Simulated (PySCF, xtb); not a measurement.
Hf(OH)3 (H3HfO3), SMILES [OH][Hf+]([OH])[OH], charge +1, multiplicity 1. The values are those of a single conformer.

Harmonic wavenumbers (cm⁻¹) from GFN2-xTB (xtb) at its own minimum, in rising order: 32, 47, 52, 375, 376, 387, 413, 448, 456, 500, 557, 559, 3452, 3455, 3470.

What does PBE-D3(BJ)/def2-SVP in PySCF give at its own minimum? (The exact figures need the calculation; the answer reports its results.)

140, 190, 190, 264, 381, 381, 493, 493, 545, 749, 749, 774, 3785, 3785, 3796. Paired by order, the mean absolute difference is 158 cm⁻¹ and the zero-point energies are 20.8 and 23.9 kcal/mol.
